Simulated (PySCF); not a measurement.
BaCl$_{2}$, triplet, geometry from GFN2-xTB (such geometries of metal compounds can be far from the true shape) (a higher spin typed on purpose: for a closed-shell molecule this is an excited state) (core potentials on Ba). Base run: PBE0/def2-SV(P) run with PySCF.

Input for PySCF:
```python
from pyscf import gto, scf, dft

mol = gto.Mole()
mol.atom = '''
    Ba    0.447888    0.544766    0.617386
    Cl    0.188547   -0.673398   -1.886355
    Cl   -1.663942   -1.121126   -0.147388
'''
mol.basis = 'def2-sv(p)'
mol.ecp = {'Ba': 'def2-sv(p)'}
mol.charge = 0
mol.spin = 2
mol.verbose = 4
mol.build()

mf = dft.UKS(mol)
mf.xc = 'pbe0'
mf.kernel()
```

Variants of this job, named by their change:

| change | ΔE vs base (mEh) | fitting functions | dipole (D) | outcome |
|---|---|---|---|---|
| base | 0.000 | - | 3.38 | converged |
| auxbasis = cc-pvqz-jkfit | - | - | - | input refused |
| auxbasis = even-tempered beta=3.0 | -34.903 | 441 | 3.13 | converged |
| auxbasis = even-tempered beta=1.6 | -0.006 | 940 | 3.38 | converged |
| auxbasis = even-tempered beta=2.0 | -0.950 | 653 | 3.37 | converged |
| auxbasis = cc-pvtz-jkfit | - | - | - | input refused |
| auxbasis = def2-tzvp-ri | - | - | - | input refused |
| auxbasis = cc-pvdz-jkfit | - | - | - | input refused |
| auxbasis = def2-universal-jfit | 1039.3 | 158 | 3.36 | converged |
| exchange = seminumerical (SGX) (with mf = sgx.sgx_fit(mf, auxbasis='def2-universal-jfit'); with mf.with_df.dfj = True) | -0.179 | 158 | 3.38 | converged |

A fitting set is made for a task (jfit for Coulomb, jkfit for Coulomb and exchange, ri for correlation) and for a family of orbital bases.

Open shells are given as the SCF converged; they aren't shown to be the lowest states, and a large step between rows can be another state.

- auxbasis = cc-pvqz-jkfit: ended with `pyscf.lib.exceptions.BasisNotFoundError: Basis set not found for Ba in cc-pvqz-jkfit`
- auxbasis = cc-pvtz-jkfit: ended with `pyscf.lib.exceptions.BasisNotFoundError: Basis set not found for Ba in cc-pvtz-jkfit`
- auxbasis = def2-tzvp-ri: ended with `pyscf.lib.exceptions.BasisNotFoundError: Basis set not found for Ba in def2-tzvp-ri`
